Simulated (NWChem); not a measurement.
The numbers come from NWChem runs, not from measurements. System: H2OPbS, charge 0, spin multiplicity 1, at a geometry optimised with B3LYP/def2-SVP with def2 effective core potentials on Pb. The structure started from a generated list of species. Level: EOM-CCSD/def2-SVP with def2 effective core potentials on Pb, 10 core orbitals frozen.

Job file:

```
start mol
memory heap 100 mb stack 700 mb global 1900 mb
geometry units angstroms nocenter noautoz
  Pb     0.315469    -0.291448     0.000000
  O      1.266409     1.598650     0.000000
  H      0.661268     2.355419     0.000000
  S     -2.126137     0.588630     0.000000
  H     -2.642760    -0.663959     0.000000
  symmetry group Cs
end
basis spherical
  * library def2-svp
end
ecp
  Pb library def2-ecp
end
scf
  rhf
  nopen 0
  maxiter 100
  thresh 1e-7
  semidirect memsize 60000000 filesize 0
end
tce
  freeze core 10
  ccsd
  nroots 2
  2eorb
  2emet 13
  thresh 1e-5
  maxiter 200
  tilesize 24
end
task tce energy
```

NWChem printed:

```
             Northwest Computational Chemistry Package (NWChem) 7.3.0
             --------------------------------------------------------

                                NWChem Input Module
                                -------------------

 Scaling coordinates for geometry "geometry" by  1.889725989
 (inverse scale =  0.529177249)

 Turning off AUTOSYM since
 SYMMETRY directive was detected!

                             Geometry "geometry" -> ""
                             -------------------------

 Output coordinates in angstroms (scale by  1.889725989 to convert to a.u.)

  No.       Tag          Charge          X              Y              Z
 ---- ---------------- ---------- -------------- -------------- --------------
    1 Pb                  82.0000     0.31546900    -0.29144800     0.00000000
    2 O                    8.0000     1.26640900     1.59865000     0.00000000
    3 H                    1.0000     0.66126800     2.35541900     0.00000000
    4 S                   16.0000    -2.12613700     0.58863000     0.00000000
    5 H                    1.0000    -2.64276000    -0.66395900     0.00000000

 Effective nuclear repulsion energy (a.u.)     495.7583426844

            Nuclear Dipole moment (a.u.)
            ----------------------------
        X                 Y               Z
 ---------------- ---------------- ----------------
     0.0000869274     0.0000075589     0.0000000000

      Symmetry information
      --------------------

 Group name             Cs
 Group number              2
 Group order               2
 No. of unique centers     5

      Symmetry unique atoms

     1    2    3    4    5


 Summary of "ao basis" -> "" (spherical)
 ------------------------------------------------------------------------------
       Tag                 Description            Shells   Functions and Types
 ---------------- ------------------------------  ------  ---------------------
 *                          def2-svp                  on all atoms

 Summary of "ao basis" -> "ao basis" (spherical)
 ------------------------------------------------------------------------------
       Tag                 Description            Shells   Functions and Types
 ---------------- ------------------------------  ------  ---------------------
 Pb                         def2-svp                10       26   4s4p2d
 O                          def2-svp                 6       14   3s2p1d
 H                          def2-svp                 3        5   2s1p
 S                          def2-svp                 8       18   4s3p1d

                                 NWChem SCF Module
                                 -----------------

  ao basis        = "ao basis"
  functions       =    68
  atoms           =     5
  closed shells   =    24
  open shells     =     0
  charge          =   0.00
  wavefunction    = RHF
  use symmetry    = T
  symmetry adapt  = T

 Summary of "ao basis" -> "ao basis" (spherical)
 ------------------------------------------------------------------------------
       Tag                 Description            Shells   Functions and Types
 ---------------- ------------------------------  ------  ---------------------
 Pb                         def2-svp                10       26   4s4p2d
 O                          def2-svp                 6       14   3s2p1d
 H                          def2-svp                 3        5   2s1p
 S                          def2-svp                 8       18   4s3p1d

[...]
   0.0000106533665   0.1505659372614    4.09711
   0.0004365919526   0.1923463655306    5.23401     0.7     0.7

 Iteration  18 using   36 trial vectors
   0.0000048417478   0.1505659065536    4.09711
   0.0002251545809   0.1923472653675    5.23404     0.7     0.7

 Iteration  19 using   37 trial vectors
   0.0000022863520   0.1505659018278    4.09711
   0.0001171909484   0.1923482015418    5.23406     0.5     0.5

 Iteration  20 using   38 trial vectors
   0.0000014515635   0.1505659089693    4.09711
   0.0000647694439   0.1923489572113    5.23408     0.5     0.5

 Iteration  21 using   39 trial vectors
   0.0000011152759   0.1505659095103    4.09711
   0.0000361775943   0.1923488374471    5.23408     0.5     0.5

 Iteration  22 using   40 trial vectors
   0.0000010663465   0.1505659102094    4.09711
   0.0000222385214   0.1923489744759    5.23408     0.5     0.5

 Iteration  23 using   41 trial vectors
   0.0000010590523   0.1505659101036    4.09711
   0.0000116542936   0.1923489312239    5.23408     0.5     0.5

 Iteration  24 using   42 trial vectors
   0.0000010614874   0.1505659102560    4.09711
   0.0000059057506   0.1923489417931    5.23408     0.5     0.5
 --------------------------------------------------------------
 Iterations converged
 ------------------

 Excited state root  1
 Excitation energy / hartree =        0.150565910255962
                   / eV      =        4.097108623132025
 largest EOMCCSD amplitudes: R1 and R2

 Singles contributions
    26a'  (alpha) ---    24a'  (alpha)       -0.1694100710
    25a"  (alpha) ---    21a"  (alpha)        0.1679640026
    25a"  (alpha) ---    23a"  (alpha)       -0.8666049717

 Doubles contributions
    25a"  (alpha)    25a"  (beta ) ---    23a"  (alpha)    23a"  (beta )        0.1938547320
 ------------------

 Excited state root  2
 Excitation energy / hartree =        0.192348941793058
                   / eV      =        5.234083244546749
 largest EOMCCSD amplitudes: R1 and R2

 Singles contributions
    26a'  (alpha) ---    22a'  (alpha)       -0.1131488031
    27a'  (alpha) ---    22a'  (alpha)       -0.1829053967
    27a'  (alpha) ---    24a'  (alpha)        0.1259455412
    25a"  (alpha) ---    21a"  (alpha)       -0.8519755320
    25a"  (alpha) ---    23a"  (alpha)       -0.1561458239

 Doubles contributions
    25a"  (alpha)    25a"  (beta ) ---    21a"  (alpha)    21a"  (beta )        0.1943540847

 =========================================
 Excited-state calculation ( a"  symmetry)
 =========================================
 Dim. of EOMCC iter. space      500

 EOMCCSD SOLVER TYPE  1
  maxdiff =   0.44165000274129340

 No. of initial right vectors    2

 EOM-CCSD right-hand side iterations
 --------------------------------------------------------------
      Residuum       Omega / hartree  Omega / eV    Cpu    Wall
 --------------------------------------------------------------

 Iteration   1 using    2 trial vectors
   0.4562084618858   0.2308460439334    6.28164
   0.6350734059398   0.3186602720416    8.67119     0.6     0.6

 Iteration   2 using    4 trial vectors
   0.1045043049076   0.1489384382610    4.05282
   0.1341174059449   0.1880348939639    5.11669     0.5     0.5

 Iteration   3 using    6 trial vectors
   0.0382719524712   0.1443767783226    3.92869
   0.0599109983768   0.1785667553663    4.85905     0.5     0.5

 Iteration   4 using    8 trial vectors
   0.0156938446900   0.1434322114163    3.90299
   0.0270220504764   0.1765430178168    4.80398     0.5     0.5

 Iteration   5 using   10 trial vectors
   0.0065489218439   0.1432145899713    3.89707
   0.0137546928535   0.1757833789330    4.78331     0.5     0.5

 Iteration   6 using   12 trial vectors
   0.0037132456414   0.1431738167991    3.89596
   0.0078202242218   0.1755287024569    4.77638     0.5     0.5

 Iteration   7 using   14 trial vectors
   0.0027849082999   0.1431717624061    3.89590
   0.0043889690698   0.1754515599583    4.77428     0.6     0.6

 Iteration   8 using   16 trial vectors
   0.0018360666054   0.1431762667382    3.89603
   0.0022561866046   0.1754721130079    4.77484     0.6     0.6

 Iteration   9 using   18 trial vectors
   0.0010256292411   0.1431720714869    3.89591
   0.0013703047716   0.1754620963126    4.77457     0.6     0.6

 Iteration  10 using   20 trial vectors
   0.0004950741021   0.1431685898610    3.89582
   0.0011016515536   0.1754577022147    4.77445     0.6     0.6

 Iteration  11 using   22 trial vectors
   0.0002514736624   0.1431671416939    3.89578
   0.0009141831913   0.1754601052748    4.77451     0.6     0.6

 Iteration  12 using   24 trial vectors
   0.0001521278349   0.1431667374541    3.89577
   0.0005756826010   0.1754560819483    4.77440     0.6     0.6

 Iteration  13 using   26 trial vectors
   0.0000912905997   0.1431665610235    3.89576
   0.0003098908541   0.1754569893052    4.77443     0.6     0.6

 Iteration  14 using   28 trial vectors
   0.0000424513355   0.1431668971693    3.89577
   0.0001706447026   0.1754584375735    4.77447     0.6     0.6

 Iteration  15 using   30 trial vectors
   0.0000163968037   0.1431669762603    3.89577
   0.0000957776918   0.1754586423339    4.77447     0.6     0.6

 Iteration  16 using   32 trial vectors
   0.0000063251329   0.1431669750187    3.89577
   0.0000485303022   0.1754585629144    4.77447     0.6     0.6

 Iteration  17 using   33 trial vectors
   0.0000051898004   0.1431669886449    3.89577
   0.0000214842016   0.1754583423567    4.77447     0.4     0.4

 Iteration  18 using   34 trial vectors
   0.0000048170613   0.1431669809726    3.89577
   0.0000086842388   0.1754583503466    4.77447     0.4     0.4
 --------------------------------------------------------------
 Iterations converged
 ------------------

 Excited state root  1
 Excitation energy / hartree =        0.143166980972600
                   / eV      =        3.895773427686575
 largest EOMCCSD amplitudes: R1 and R2

 Singles contributions
    25a"  (alpha) ---    24a'  (alpha)       -0.9178833334

 Doubles contributions
 ------------------

 Excited state root  2
 Excitation energy / hartree =        0.175458350346603
                   / eV      =        4.774466670333974
 largest EOMCCSD amplitudes: R1 and R2

 Singles contributions
    25a"  (alpha) ---    19a'  (alpha)       -0.1116690319
    25a"  (alpha) ---    22a'  (alpha)        0.8917244166

 Doubles contributions

 Task  times  cpu:       31.2s     wall:       31.2s

 Total times  cpu:       31.2s     wall:       31.2s
```
